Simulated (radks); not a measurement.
Neutral cerium, configuration [Kr] 4d10 4f1.25 5s2 5p5.75 5d1 6s2 (fractional occupations, a model configuration). All-electron calculation, Dirac Kohn-Sham, OLYP, spin-unpolarised, spherical densities, finite nucleus; open shells are shared between the two j in proportion to 2j + 1; Fermi nuclear charge, rms radius 4.8771 fm. Program: a radial shooting solver on a logarithmic mesh with Libxc functionals.

Spin-orbit splittings of the eigenvalues, e(l+1/2) - e(l-1/2), with zeta = 2 splitting/(2l+1) and mean radii in bohr:

shell	occ.	splitting (eV)	zeta (eV)	<r> j=l-1/2	<r> j=l+1/2
2p	6	446.5	297.7	0.08794	0.09414
3p	6	87.85	58.57	0.2679	0.2801
3d	10	18.90	7.561	0.2511	0.2549
4p	6	18.86	12.57	0.6560	0.6833
4d	10	3.306	1.322	0.7386	0.7484
4f	1.25	0.3289	0.09396	1.108	1.121
5p	5.75	2.734	1.823	1.704	1.785
5d	1	0.2065	0.08259	2.897	2.973
6p	0	0.1483	0.09886	6.205	6.598
